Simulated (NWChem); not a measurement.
Molecule: C2H4ClNOSi; SMILES O=C/N=C/[SiH2]Cl

```xyz
10

O     -0.0421     3.8474     0.0000
C     -0.4865     2.7315     0.0000
N      0.3419     1.5629     0.0000
C     -0.2919     0.4487     0.0000
Si     0.7736    -1.1199     0.0000
Cl    -0.4837    -2.7756     0.0000
H     -1.5817     2.5193     0.0000
H     -1.3980     0.4119     0.0000
H      1.6041    -1.1500     1.2230
H      1.6041    -1.1500    -1.2230
```
Atoms are numbered in this order, from 1.

All runs use the structure optimised with B3LYP/6-31G* (spherical d).

Problem. Give the principal values of the shielding tensors (ppm) of O1, C2, N3, C4, Si5 from PBE0/pcSseg-1, GIAO (NWChem), with their diamagnetic and paramagnetic parts as GIAO splits them.

Solution. 
```
atom     σ11     σ22    σ33  isotropic  diamagnetic  paramagnetic
----  ------  ------  -----  ---------  -----------  ------------
O1    -855.4  -389.1  290.0     -318.2        401.9        -720.1
C2    -101.4    42.8   64.8        2.0        250.3        -248.2
N3    -567.7  -216.2  223.1     -186.9        328.2        -515.1
C4    -117.4   -74.4  120.6      -23.7        258.4        -282.2
Si5    339.1   357.2  432.8      376.4        879.4        -503.0
```
